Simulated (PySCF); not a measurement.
Sn(Me)2, SMILES [CH3][Sn][CH3] (C2H6Sn), PBE0/def2-SVP optimised geometry.

```
9

Sn    -0.75    -0.79     0.00
C      1.46    -0.79     0.00
H      1.83    -0.23     0.87
H      1.82    -0.27    -0.90
H      1.89    -1.81     0.02
C     -0.85     1.41     0.00
H     -0.32     1.81    -0.88
H     -0.34     1.80     0.89
H     -1.89     1.79    -0.01
```

Density from PBE0/def2-TZVP, def2 effective core potentials past Kr (PySCF 2.14.0) at that geometry. The core electrons that the potentials of Sn replace are not part of the density.

Minimum of the electron density along straight lines between bonded atoms, close to the bond critical point (lines longer than 1.1 times the sum of covalent radii, or with two minima, are not listed):

```tsv
bond	length / Å	ρ at the minimum / e bohr⁻³	∇²ρ there / e bohr⁻⁵	position (fraction from the first atom)
Sn1–C2	2.207	0.095	0.11	0.51
C2–H3	1.104	0.263	-0.85	0.64
C2–H4	1.104	0.263	-0.84	0.64
C2–H5	1.100	0.268	-0.88	0.64
Sn1–C6	2.207	0.095	0.11	0.51
C6–H7	1.104	0.263	-0.85	0.64
C6–H8	1.104	0.263	-0.85	0.64
C6–H9	1.100	0.268	-0.88	0.64
```
